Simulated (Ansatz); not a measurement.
Program: Ansatz. Geometries: PBE0-D4/def2-TZVP. ΔE: electronic, gas phase. CCSD(T)/CBS is the MP2 limit (def2-TZVPP, def2-QZVPP) plus CCSD(T) − MP2 in def2-TZVPP, frozen cores. This one scheme is used for every species. DFT in def2-TZVPP. B3LYP here is the variant with VWN-RPA as its local correlation; programs differ in this. HSE06 is defined as in plane-wave codes. Each species was taken in one conformer, which may not be the lowest.

`B[SiH2]N=C` + `N[SiH2]F` → `B[SiH2]N[SiH2]F` + `C=N`  (ligand exchange at the Si–N bond)

Question: Is it downhill or uphill in electronic energy at CCSD(T)/CBS, and by how much? (Best estimate.)

Answer: Ansatz gave: Downhill: ΔE = -3.1 kcal/mol.

Question: What do these levels give: BLYP-D4, B3LYP-D4, PBE0, HSE06, BHLYP, CAM-B3LYP, LC-ωPBE, RPA@PBE/def2-TZVPP, HF/def2-SVP, CCSD/def2-SVP, HF/def2-QZVPP, SCS-MP2/def2-QZVPP? (An estimate is asked.)

Answer: Ansatz gave: BLYP-D4 -1.8, B3LYP-D4 -2.0, PBE0 -1.9, HSE06 -1.8, BHLYP -0.3, CAM-B3LYP -1.3, LC-ωPBE -2.8, RPA@PBE/def2-TZVPP -4.3, HF/def2-SVP -1.5, CCSD/def2-SVP -6.3, HF/def2-QZVPP 2.4, SCS-MP2/def2-QZVPP -2.1 kcal/mol.

Question: What do rigid-rotor, harmonic-oscillator terms from PBE0-D4/def2-TZVP frequencies (298.15 K, 1 bar) make of the CCSD(T)/CBS value? (Best estimate.)

Answer: The calculation gave: ΔZPE = +1.2 kcal/mol, ΔH = -2.2 kcal/mol, ΔS = -20 J/(mol·K), ΔG = -0.8 kcal/mol.

Largest T1 diagnostic among the species: 0.013.

At CCSD(T), def2-SVP lies −3.7 kcal/mol from the extrapolated value and def2-TZVPP −0.4 kcal/mol. From BLYP to BHLYP (50 % exact exchange), in def2-TZVPP and without D4, ΔE moves by −1.3 kcal/mol. Leaving LDA and LC-ωPBE aside and taking each functional with its dispersion term where it has one, the values, not all of them listed here, spread over 2.5 kcal/mol, from ωB97M-V to B2PLYP. LDA lies −3.8 kcal/mol from PBE without D4.
